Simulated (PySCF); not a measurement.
# One molecule, several mistakes: AlB2H5N

Calculated results; nothing here was measured. They come from PySCF 2.14.0, an open-source quantum chemistry program, on an isolated molecule that a program drew, which may never have been made. The molecule is AlB2H5N (charge 0, doublet), drawn as the SMILES string `BN[B][AlH2]`.

Each row is a Hartree-Fock (HF) and frozen-core CCSD(T) single point in the cc-pV(D+d)Z basis, meant for a local HF minimum. Run 1 is clean. Each other run has one planted mistake out of seven kinds, and not every kind appears here: one electron removed, one electron added, multiplicity raised by two, geometry at a saddle point, minimal basis STO-3G, one bond length entered in bohr, all coordinates scaled. The reference is restricted for singlets and unrestricted otherwise, and also for a bond in bohr. Adding or removing an electron swaps singlet and doublet. Electrons count all cores. HOMO and LUMO are orbital energies over both spins, the gradient is its largest component, and the lowest frequency (negative if imaginary) is given only where the gradient is small. Bond lengths are over the 8 bonds as drawn. T1 is the CCSD diagnostic: over 0.02 (restricted) or 0.045 (unrestricted) a single reference is doubtful.

Geometry of the clean run:
```xyz
9
AlB2H5N, angstrom
B    -0.0869    0.4078   -0.2849
N    -1.3807    0.8468   -0.7003
B    -2.5288    0.8940    0.0914
Al   -4.1978    0.9546    1.2567
H     0.8111    0.4216   -1.0787
H     0.0709    0.0378    0.8405
H    -1.4702    1.1494   -1.6543
H    -4.5162    2.2697    2.0751
H    -5.1414   -0.3133    1.3104
```

| run | electrons | basis functions | <S^2> | HOMO (eV) | LUMO (eV) | gradient (hartree/bohr) | lowest frequency (cm^-1) | mean bond (Å) | longest bond (Å) | T1 | HF (hartree) | CCSD(T) (hartree) | mistake |
|---|---|---|---|---|---|---|---|---|---|---|---|---|---|
| 1 | 35 | 90 | 0.759 | -7.39 | 1.18 | 3.7e-05 | 97 | 1.4276 | 2.036 | 0.0152 | -348.64947 | -349.08862 | no fault |
| 2 | 35 | 29 | 0.766 | -4.58 | 7.10 | 4.7e-02 | - | 1.4276 | 2.036 | 0.0183 | -344.37166 | -344.56608 | minimal basis STO-3G |
| 3 | 35 | 90 | 0.794 | -7.51 | -0.06 | 1.3e-01 | - | 1.5865 | 2.698 | 0.0310 | -348.49692 | -348.95340 | one bond length entered in bohr |
| 4 | 35 | 90 | 3.761 | -7.03 | -1.28 | 5.2e-02 | - | 1.4276 | 2.036 | 0.0266 | -348.50035 | -348.92391 | ? |
| 5 | 36 | 90 | 0.000 | -0.14 | 6.43 | 4.2e-02 | - | 1.4276 | 2.036 | 0.0169 | -348.62113 | -349.10348 | ? |

**Which mistake was planted in run 4, and what did it cost?**

Electrons, basis and geometry are unchanged, and <S^2> is 3.761, beside S(S+1) = 3.75 for a multiplicity of 4. So the mistake is: multiplicity raised by two. Subtracting run 1 and multiplying by 627.51 kcal/mol a hartree, the energy moved by 93.6 kcal/mol in HF and 103.4 kcal/mol in CCSD(T).

**Which mistake was planted in run 5, and what did it cost?**

It counts 36 electrons, one more than the clean run, at the same geometry and basis. So the mistake is: one electron added. Subtracting run 1 and multiplying by 627.51 kcal/mol a hartree, the energy moved by 17.8 kcal/mol in HF and -9.3 kcal/mol in CCSD(T).

